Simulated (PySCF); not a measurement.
Löwdin shares of the frontier orbitals

Compound: CH6O3Si.
Cartesian coordinates in Å at the PBE0-D3(BJ)/def2-SVP level; atoms count from 1:
```
atom  x, y, z in Å
C1     1.6507   -0.0764    0.1249
O2     0.3528    0.4094    0.3303
Si3   -0.9881   -0.1209   -0.4878
O4    -1.4132   -1.6765   -0.1412
O5    -2.2002    0.8895   -0.0015
H6     1.7722   -1.0985    0.5252
H7     2.3653    0.5811    0.6433
H8     1.9253   -0.0966   -0.9462
H9    -0.7198   -0.1098   -1.9443
H10   -1.8450   -1.8100    0.7086
H11   -1.9020    1.7253    0.3697
```

Method: TDDFT CAM-B3LYP/def2-SVPD, vertical, gas phase, core orbitals frozen in the response in PySCF.

Kohn–Sham orbitals with the atoms that hold most of them (Löwdin shares over 4%, at most four atoms; ? is withheld):

| orbital | ε (eV) | atoms |
| --- | --- | --- |
| HOMO-3 | -11.54 | O4 68%, Si3 8%, C1 5%, H10 5% |
| HOMO-2 | -10.95 | O5 56%, O4 11%, Si3 8%, O2 8% |
| HOMO-1 | -10.33 | ? |
| HOMO | -9.96 | ? |
| LUMO | 0.84 | Si3 33%, O5 16%, O4 16%, H10 9% |
| LUMO+1 | 1.44 | O5 22%, O4 14%, O2 13%, C1 10% |
| LUMO+2 | 1.58 | C1 21%, O4 15%, O2 13%, H8 10% |

Task: Which atoms hold the HOMO, and with what shares?

Result: O2 (bonded to C and Si) 57%; C1 (bonded to O and 3 H) 15%; H6 (bonded to C) 8%; O4 (bonded to Si and H) 6%. By element: oxygen 63% or more, carbon 15%, hydrogen 8% or more.

Task: Which atoms hold the HOMO-1, and with what shares?

Result: O2 (bonded to C and Si) 40%; O4 (bonded to Si and H) 13%; Si3 (bonded to 3 O and H) 10%; C1 (bonded to O and 3 H) 10%. By element: oxygen 53% or more, silicon 10%, carbon 10%.

Task: How does S1 compare with the orbital gap of 10.81 eV?

Result: S1 is at 7.82 eV (f = 0.0055), 2.99 eV below the gap, made of HOMO→LUMO (77%). 

Next come S2 at 8.19 eV (f 0.023), HOMO-1→LUMO (66%), HOMO→LUMO+2 (10%); S3 at 8.31 eV (f 0.0061), HOMO→LUMO+1 (44%), HOMO-2→LUMO (28%); S4 at 8.36 eV (f 0.036), HOMO→LUMO+1 (33%), HOMO-2→LUMO (23%), HOMO→LUMO+2 (15%); S5 at 8.57 eV (f 0.024), HOMO→LUMO+2 (36%), HOMO-1→LUMO+2 (16%), HOMO-1→LUMO (8%).

One conformer stands for the species.
